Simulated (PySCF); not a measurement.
**Correlation energy of Al⁺ (aluminium, charge +1)**

[Ne] 3s2, closed-shell 1S. Computed with PySCF 2.14 in Sapporo-DZP-2012 (5s4p2d, 27 functions), with scalar relativity by spin-free X2C-1e. Frozen: [Ne]; 2 electrons correlated.

Total MP2 correlation energy: -23.41 mhartree.

Same-spin part 0.00 and opposite-spin part -23.41 mhartree; SCS-MP2 scales them by 1/3 and 6/5 to -28.10 mhartree.

With two correlated electrons CCSD is exact within the correlated space (frozen core and kept virtual orbitals).

```csv
level,correlation energy (mhartree)
CCSD,-35.94
```

Diagnostics: T1 = 0.0032, D1 = 0.0046, largest double amplitude 0.111.

Cost of the coupled-cluster step: 0.07 s of wall time on 1 thread of AMD EPYC 7B13 (shared host), for 2 correlated electrons.

Iterations:

```
CC2 = 0
CCSD nocc = 1, nmo = 22
frozen orbitals [0, 1, 2, 3, 4]
max_cycle = 100
direct = 0
conv_tol = 1e-08
conv_tol_normt = 1e-06
diis_space = 8
diis_start_cycle = 0
Init t2, MP2 energy = -242.066602998915  E_corr(MP2) -0.0234140285298602
Init E_corr(CCSD) = -0.0234140285298622
cycle = 1  E_corr(CCSD) = -0.0310064245711338  dE = -0.00759239604  norm(t1,t2) = 0.0500898
cycle = 2  E_corr(CCSD) = -0.0337723033300286  dE = -0.00276587876  norm(t1,t2) = 0.0222664
cycle = 3  E_corr(CCSD) = -0.0359548206278704  dE = -0.0021825173  norm(t1,t2) = 0.0108319
cycle = 4  E_corr(CCSD) = -0.0359369657463842  dE = 1.78548815e-05  norm(t1,t2) = 0.000789646
cycle = 5  E_corr(CCSD) = -0.0359447846447887  dE = -7.8188984e-06  norm(t1,t2) = 4.64314e-05
cycle = 6  E_corr(CCSD) = -0.0359402828572474  dE = 4.50178754e-06  norm(t1,t2) = 1.76441e-05
cycle = 7  E_corr(CCSD) = -0.0359409086406868  dE = -6.25783439e-07  norm(t1,t2) = 2.63649e-06
cycle = 8  E_corr(CCSD) = -0.0359408951053893  dE = 1.35352975e-08  norm(t1,t2) = 1.83767e-07
cycle = 9  E_corr(CCSD) = -0.0359408889363759  dE = 6.16901344e-09  norm(t1,t2) = 1.20129e-07
CCSD converged
E(CCSD) = -242.0791298593215  E_corr = -0.03594088893637588
```
